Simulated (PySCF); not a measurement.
Two species compared at the same levels of theory.

First species: FH9OSi5.
SMILES: `F[Si@@H]1O[SiH2][SiH2][SiH2][SiH2]1`

Second species: C₇H₁₂.
Numbering: `[CH2:1]1[CH2:2][C@H:3]2[CH2:4][CH2:5][C@@H:6]1[CH2:7]2` (hydrogens: H8, H9 on C1; H10, H11 on C2; H12 on C3; H13, H14 on C4; H15, H16 on C5; H17 on C6; H18, H19 on C7)

Levels: B3LYP/def2-SVPD for HOMO energy, LUMO energy, HOMO–LUMO gap and static isotropic polarisability; TDDFT B3LYP/def2-SVPD for lowest singlet excitation; TDA B3LYP/def2-SVPD for lowest triplet excitation (Tamm–Dancoff). Geometries: GFN2-xTB. Each species is one conformer at its optimised geometry, gas phase, non-relativistic unless stated. Electronic properties by PySCF.

(1) Which of the two has the higher S1 energy, and by how much?

(2) Which has the higher T1 energy?

(3) Which of the two has the higher LUMO energy, and by how much?

(4) Which has the higher static isotropic polarisability?

(5) Which has the higher HOMO–LUMO gap?

(6) Which has the higher HOMO energy?

## Answers

(1) The second: 7.44 eV against 5.43 eV, a difference of 2.01 eV.

(2) The second: 7.31 eV against 4.98 eV, a difference of 2.33 eV.

(3) The second: 0.41 eV against -1.32 eV, a difference of 1.73 eV.

(4) The first: 141.2 au against 75.7 au, a difference of 65.5 au.

(5) The second: 8.34 eV against 6.26 eV, a difference of 2.08 eV.

(6) The first: -7.58 eV against -7.93 eV, a difference of 0.35 eV.

On the first: No computed singlet falls in the visible range (750 to 380 nm, 1.65 to 3.26 eV); S1 lies 2.17 eV above its blue end. The 8 singlets span 5.43 to 6.58 eV, and their oscillator strengths add up to 0.15.

On the second: S1 lies 0.90 eV below the HOMO–LUMO gap; its leading configuration is HOMO→LUMO, weight 0.99. The vertical singlet–triplet gap S1 − T1 is 0.13 eV (TDDFT singlet less Tamm–Dancoff triplet; S1: HOMO→LUMO, weight 0.99; T1: HOMO→LUMO, weight 0.98).
